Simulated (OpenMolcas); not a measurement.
# How methods differ on C2H5AlBN (SMILES B[C]1=C[NH][AlH]1)

The species is C2H5AlBN (10 atoms), meant as a singlet with charge 0. As SMILES, `B[C]1=C[NH][AlH]1`. The coordinates come from a PBE0-D4/def2-TZVP relaxation.

Quantity: the dipole moment, in D. The values are calculated.

```csv
level,kind,program,value (D),CPU time
SVWN5/6-31G* (spherical functions),LDA,OpenMolcas,4.26,20 s
BLYP/6-31G* (spherical functions),GGA,OpenMolcas,4.13,30 s
PBE/6-31G* (spherical functions),GGA,OpenMolcas,4.19,30 s
TPSS/6-31G* (spherical functions),meta-GGA,OpenMolcas,4.16,44 s
BHLYP/6-31G* (spherical functions),global hybrid,OpenMolcas,3.84,29 s
M06-2X/6-31G* (spherical functions),hybrid meta-GGA,OpenMolcas,3.81,38 s
PBE0/6-31G* (spherical functions),global hybrid,OpenMolcas,4.04,32 s
B3LYP/6-31G* (Cartesian functions),global hybrid,OpenMolcas,4.01,33 s
```

The values span 3.81 to 4.26 D. Magnitudes only. CPU times are rough (shared hosts, several kinds of processor and program).
